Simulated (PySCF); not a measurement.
**Ho(NH2)3: from a saddle point downhill**

PySCF 2.14.0, RKS PBE0, Ho lcecp-1-SVP with ECP56, N def2-SVP, H def2-SVP; non-relativistic Hamiltonian with scalar-relativistic core potentials where named; density fitting; no spin-orbit coupling. Relaxed within the symmetry of its start, the geometry (D3h) is

```xyz
10

Ho    0.0000    0.0000    0.0000
N     2.1900    0.0000    0.0000
H     2.8177    0.0000    0.8046
H     2.8177    0.0000   -0.8046
N    -1.0950    1.8966    0.0000
H    -1.4088    2.4402    0.8046
H    -1.4088    2.4402   -0.8046
N    -1.0950   -1.8966    0.0000
H    -1.4089   -2.4402    0.8046
H    -1.4089   -2.4402   -0.8046
```

and its lowest harmonic modes are -446, -446, -428, -76, 123, 123 cm⁻¹ (negative: unstable). It was moved along the lowest mode and relaxed again.

Q: Where does it end, and how much lower?

A: In nearly D3h, 0.877 eV lower, after 46 steps:
```xyz
10

Ho   -0.0069    0.0034    0.0133
N     2.1552    0.0003   -0.0074
H     2.7737   -0.8065    0.0837
H     2.7767    0.8035   -0.1089
N    -1.0847    1.8655   -0.2163
H    -2.0956    2.0068   -0.2273
H    -0.6831    2.7963   -0.3352
N    -1.0778   -1.8636    0.2296
H    -0.6699   -2.7944    0.3238
H    -2.0875   -2.0113    0.2448
```

Q: How do the contacts change?

A: 
```json
{"contact": "Ho1–N2 (NH2)", "saddle (Å)": "2.190", "end (Å)": "2.162"}
{"contact": "Ho1–N5 (NH2)", "saddle (Å)": "2.190", "end (Å)": "2.164"}
{"contact": "Ho1–N8 (NH2)", "saddle (Å)": "2.190", "end (Å)": "2.163"}
```


No frequency check is given for the end, and other unstable modes may remain.

An lcecp potential fixes the number of 4f electrons, so in runs with it no electron can move into or out of that shell.

State: singlet in the valence, with the 4f electrons in the core potential.
